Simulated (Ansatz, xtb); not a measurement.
## Ranking isomers of C3H6GeO2

3 gas-phase structures of C3H6GeO2, from a drawn sample of its isomers (lower ones may exist). Each was relaxed with GFN2-xTB; where two conformers were screened, the lower at r2SCAN-D4/def2-SVP is listed:

A. `O=C[C@@]1([GeH3])CO1`, a singlet
B. `O=C[C@@H]1O[C@@H]1[GeH3]`, a singlet
C. `O=C[C@@H]1O[C@H]1[GeH3]`, a singlet

Task: Make a reasoned guess at their ranking by r2SCAN-D4/def2-SVP single-point energy.

Result: Calculated order at r2SCAN-D4/def2-SVP: A (0.0), C (1.5), B (3.5) kcal/mol.

Energies above the lowest of each column, in kcal/mol; the last columns are at B3LYP-D3(BJ)/def2-SVP geometries:

```csv
structure,GFN2-xTB,HF/STO-3G,r2SCAN-D4/def2-SVP,B3LYP-D3(BJ)/def2-SVP,CCSD(T)/def2-SVP + ΔMP2/def2-TZVPP
A,0.0,0.3,0.0,0.0,0.0
C,4.4,0.0,1.5,2.1,1.7
B,3.9,2.3,3.5,3.7,3.4
```

CCSD(T)/def2-SVP + ΔMP2/def2-TZVPP puts A lowest; HF/STO-3G picks C. Flexible structures stand in one conformer each, not always the lowest. ΔMP2 is the change of the MP2 energy from the smaller to the larger basis.

Programs: Ansatz 0.2.0, xtb 6.7.1.
